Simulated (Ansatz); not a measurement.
Reaction (substitution at a C–C bond): `SCCS` + `N=CBO` → `OB/C=N/CS` + CH₃SH

Isolated molecules relaxed with PBE0-D4/def2-TZVP in Ansatz; ΔE leaves out vibrations. CCSD(T)/CBS is the MP2 limit (def2-TZVPP, def2-QZVPP) plus CCSD(T) − MP2 in def2-TZVPP, frozen cores. This one scheme is used for every species. Functionals use def2-TZVPP. One conformer a species, not always the lowest.

| level | ΔE (eV) |
| --- | --- |
| PBE-D4 | 0.23 |
| B2PLYP | 0.20 |
| r2SCAN | 0.22 |
| PBE0 | 0.22 |
| CCSD(T)/def2-TZVPP | 0.27 |
| MP2/def2-QZVPP | 0.29 |
| MP2/CBS(def2) | 0.31 |
| CCSD/CBS(def2) | 0.28 |

Task: What does CCSD(T)/CBS give? (Best estimate.)

Result: Ansatz gave: +0.30 eV. The listed levels differ from it by -0.07, -0.10, -0.08, -0.08, -0.03, -0.01, 0.01, -0.02 eV.

Largest T1 diagnostic among the species: 0.014.

In def2-TZVPP, CCSD(T) changes the Hartree–Fock value by +0.14 eV (the triples alone add +0.01 eV) and MP2 by +0.15 eV. The D4 term adds +0.06 eV with B3LYP and +0.03 eV with PBE0; it sums over pairs of atoms, weighted by their polarisabilities, and B3LYP, whose exchange is more repulsive, gets the larger term.

B3LYP here is the variant with VWN-RPA as its local correlation; programs differ in this.
